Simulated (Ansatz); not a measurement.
Cost and result for the atomization energy of `BCB(C)Cl` (12 atoms, 11 bonds).

```xyz
12

B     1.420   -0.990   -0.581
C    -0.001   -1.167    0.017
B    -0.760    0.179   -0.227
C    -0.578    1.454    0.649
Cl   -1.896    0.258   -1.581
H     1.747   -1.557   -1.581
H     2.201   -0.245   -0.060
H     0.110   -1.233    1.109
H    -0.539   -2.022   -0.389
H     0.310    1.415    1.283
H    -0.561    2.370    0.054
H    -1.452    1.539    1.308
```

Charge 0, multiplicity 1. The structure was optimised at the PBE0-D4/def2-TZVP level. It is one conformer, not always the lowest. Program: Ansatz. All runs use 4 threads of an Arm Neoverse V1 on a shared host. Times are those of one run each, without the atoms' runs, and a repeat can differ threefold. Electronic energies, without spin–orbit coupling; frozen cores. CCSD(T)/CBS adds CCSD(T) − MP2 in def2-TZVPP to the MP2 limit, and its time is that of the two runs behind it. T1 = 0.011. B3LYP takes the VWN-RPA correlation (the form of Gaussian; ORCA's B3LYP/G).

CCSD(T)/CBS is a level of theory with its own doubt, some kJ/mol a heavy atom from the limit and from the frozen cores, so smaller differences don't rank the functionals.

```
                             level  functions  wall time
   PBE-D4/def2-TZVPP (with forces)        264      2.7 s
                PBE0-D4/def2-TZVPP        264      3.1 s
r2SCAN-D4/def2-TZVPP (with forces)        264      5.5 s
 B3LYP-D4/def2-TZVPP (with forces)        264      5.5 s
                 B2PLYP/def2-TZVPP        264        6 s
                ωB97X-V/def2-TZVPP        264      8.5 s
  ωB97M-V/def2-TZVPP (with forces)        264       12 s
                    MP2/def2-QZVPP        508       26 s
                CCSD(T)/def2-TZVPP        264    2.7 min
                 CCSD(T)/CBS(def2)          –    3.1 min
```

Q: What atomization energy does each give, and how far from CCSD(T)/CBS? (Estimate.)

A: Ansatz gave: 
| level | atomization (kJ/mol) | difference from CCSD(T)/CBS | per bond |
| --- | --- | --- | --- |
| PBE-D4/def2-TZVPP (with forces) | 4635.4 | 100.5 | 9.1 |
| PBE0-D4/def2-TZVPP | 4597.9 | 63.0 | 5.7 |
| r2SCAN-D4/def2-TZVPP (with forces) | 4596.9 | 62.0 | 5.6 |
| B3LYP-D4/def2-TZVPP (with forces) | 4566.9 | 32.0 | 2.9 |
| B2PLYP/def2-TZVPP | 4520.5 | -14.4 | -1.3 |
| ωB97X-V/def2-TZVPP | 4565.3 | 30.4 | 2.8 |
| ωB97M-V/def2-TZVPP (with forces) | 4582.3 | 47.4 | 4.3 |
| MP2/def2-QZVPP | 4567.4 | 32.5 | 3.0 |
| CCSD(T)/def2-TZVPP | 4445.8 | -89.1 | -8.1 |
| CCSD(T)/CBS(def2) | 4534.9 | 0.0 | 0.0 |

From PBE to PBE0 (25 % exact exchange), in def2-TZVPP and without D4, the atomization energy moves by −33.9 kJ/mol: exact exchange takes away binding that semilocal exchange gives to molecules. In def2-TZVPP, CCSD(T) changes the Hartree–Fock value by +881.2 kJ/mol (the triples alone add +52.1 kJ/mol) and MP2 by +950.8 kJ/mol; breaking electron pairs costs correlation energy, which Hartree–Fock lacks. The D4 term adds +38.2 kJ/mol with B3LYP and +20.2 kJ/mol with PBE0; it sums over pairs of atoms, weighted by their polarisabilities, and B3LYP, whose exchange is more repulsive, gets the larger term.
